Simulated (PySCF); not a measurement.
Species: C6H8N (doublet state).
Geometry (GFN2-xTB, Å), atoms numbered from 1 in this order:
```
atom  x, y, z in Å
C1     3.103   -0.839    0.522
C2     1.848   -0.503    0.157
C3     0.720   -0.215   -0.220
C4    -0.634    0.193   -0.525
C5    -1.606   -0.991   -0.504
C6    -0.985    1.206    0.536
N7    -1.100    2.416    0.233
H8     3.945   -0.264    0.184
H9     3.281   -1.684    1.163
H10   -0.658    0.695   -1.499
H11   -1.599   -1.473    0.472
H12   -2.615   -0.646   -0.719
H13   -1.317   -1.724   -1.253
H14   -1.083    0.784    1.546
H15   -1.305    3.052    1.001
```

The hyperfine couplings belong to this conformer and change with its torsions.

As a line formula: `[H]/N=C/[C@H](C)C#C[CH2]` [radical].

Computed, not measured: UKS B3LYP, pcH-1 on C H N, non-relativistic, mean-field spin-orbit, GIAO (PySCF 2.14.0). Isolated species at its GFN2-xTB geometry (one conformer only). Couplings are sensitive to structure, and on GFN2-xTB geometries they can be far from those on DFT ones. Stability of the SCF solution: not tested.

Q: Match the computed a_iso(13C) values -62.9, +61.8, +49.0, +45.4, -16.3, +11.3 MHz with the sites C1; C2; C3; C4; C5; C6.

A: 
```
site  a_iso (MHz)  ρ(0) (bohr⁻³)                 position  distance from C1 (Å)  spin population  largest |T| (MHz)
  C1        +61.8        +0.0550  largest spin population                  0.00            +0.77              117.4
  C2        -62.9        -0.0559           1 bond from C3                  1.35            -0.26               22.0
  C3        +49.0        +0.0435         a main spin site                  2.57            +0.53               79.3
  C4        -16.3        -0.0145           1 bond from C3                  4.02            -0.04                1.3
  C5        +11.3        +0.0101          2 bonds from C3                  4.82            +0.01                2.4
  C6        +45.4        +0.0404          2 bonds from C3                  4.57            +0.01                6.4
```

ρ(0) is the spin density at the nucleus and T the dipolar tensor; entries for several nuclei are means. The Mulliken spin populations are largest on C1 (+0.77), C3 (+0.53) and C2 (-0.26). The angles at C1 add up to 360.0°, so it is planar; its axial dipolar tensor and the negative couplings of its protons fit spin in a p orbital normal to that plane. Main spin sites, with 60 % or more of the largest population: C1, C3; positions count bonds from the nearest.

Means are taken over nuclei equivalent by connectivity, which assumes that they swap fast. H8 and H9 aren't averaged: C1 is flat or nearly so (angle sum 360°), and its turn about the short C1–C2 bond (1.35 Å) is taken as slow.

Hardware: one thread of an Arm Neoverse V2, no GPU, shared host with 32 logical CPUs at a one-minute load of 20. Cost: 57 s wall, 48 s CPU (grids of density and orbitals included), 0.99 GiB resident at most.
